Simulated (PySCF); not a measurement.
C₂H₅BO₃, SMILES B1(COCO1)O.

Coordinates come from a PBE-D3(BJ)/def2-SVP optimisation. This is a generated structure with no PubChem entry under its InChIKey; it may be hypothetical. The values are those of a single conformer.

Two levels are set side by side: TDA-PBE/def2-SVPD (PySCF) and TDA-PBE0/def2-SVPD (PySCF). Vertical, same geometry. The lowest singlet is HOMO→LUMO 100 % with PBE and HOMO→LUMO 95 % with the other functional; states are paired by order. Differences are taken from unrounded values.

```
quantity                              TDA-PBE0  TDA-PBE  TDA-PBE minus TDA-PBE0
------------------------------------  --------  -------  ----------------------
lowest singlet excitation (eV)            6.76     5.53                   -1.23
lowest triplet excitation (TDA) (eV)      6.65     5.47                   -1.18
```

A lower first singlet is the usual sign of a functional without exact exchange. Differences between two approximate levels are no errors against the true value.

Rough cost on one machine, each run with all the roots and properties that it gave: TDA-PBE0 against TDA-PBE about 2 times.
